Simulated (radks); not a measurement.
Results of a calculation; reference values are marked as such.
Question: The gallium ion Ga3+, 28 electrons, occupied as [Ar] 3d8 4s1 4p1 (not the ground configuration). Level of theory: Dirac Kohn-Sham, PBE, spin-unpolarised, spherical densities, finite nucleus; open shells are shared between the two j in proportion to 2j + 1; Fermi nuclear charge, rms radius 3.9973 fm (a radial shooting solver on a logarithmic mesh with Libxc functionals).

Spin-orbit splittings of the eigenvalues, e(l+1/2) - e(l-1/2), with zeta = 2 splitting/(2l+1) and mean radii in bohr:

| shell | occ. | splitting (eV) | zeta (eV) | <r> j=l-1/2 | <r> j=l+1/2 |
|---|---|---|---|---|---|
| 2p | 6 | 27.64 | 18.43 | 0.1883 | 0.1918 |
| 3p | 6 | ? | ? | 0.6563 | 0.6660 |
| 3d | 8 | 0.5379 | 0.2152 | 0.7180 | 0.7218 |
| 4p | 1 | 0.3983 | 0.2655 | 2.071 | 2.093 |

Estimate the 3p splitting.

Answer: 3.792 eV (zeta = 2.528 eV).
